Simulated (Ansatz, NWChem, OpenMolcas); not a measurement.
## Strength of the Si–Se bond: SiSe → Se + Si

Species: SiSe, singlet; Se atom, triplet; Si atom, triplet. 

Shapes, held fixed at every level: PBE0-D4/def2-TZVP. Programs: Ansatz 0.2.0, NWChem 7.3.0, OpenMolcas 26.06. A level may come from different programs for different species; with the same settings they agree closely. The zero-point and thermal change to 298 K, harmonic and unscaled (PBE0-D4/def2-TZVP), is -12.0 kJ/mol.

(1) Estimate ΔH(298 K) of this reaction.

Results:

(1) The highest level, CCSD(T)/def2-TZVPP, gives ΔH(298 K) = +511.6 kJ/mol; the levels span +299.0 to +526.3. The column of differences is taken from that level and isn't an error. No measured value is set beside it here. Open shells run unrestricted unless RO is named. Relativity is left out for Se unless named. Correlated rows may include outer-core shells of Se, which these sets cover unevenly. Spin-orbit coupling lowers the free atoms by 11.7 kJ/mol; the thermal change holds that.

```
             level                   kind  ΔH(298 K) (kJ/mol)  less CCSD(T)/def2-TZVPP
       HF/def2-SVP           Hartree–Fock              +299.0                   -212.6
     HF/def2-TZVPP           Hartree–Fock              +303.8                   -207.8
  BLYP/aug-cc-pVTZ                    GGA              +526.3                    +14.7
 B3LYP/aug-cc-pVTZ          global hybrid              +514.6                     +3.0
  PBE0/aug-cc-pVTZ          global hybrid              +516.8                     +5.2
 B2PLYP/def2-TZVPP          double hybrid              +526.1                    +14.5
   CCSD/def2-TZVPP  coupled cluster or CI              +483.4                    -28.2
CCSD(T)/def2-TZVPP  coupled cluster or CI              +511.6                      0.0
```
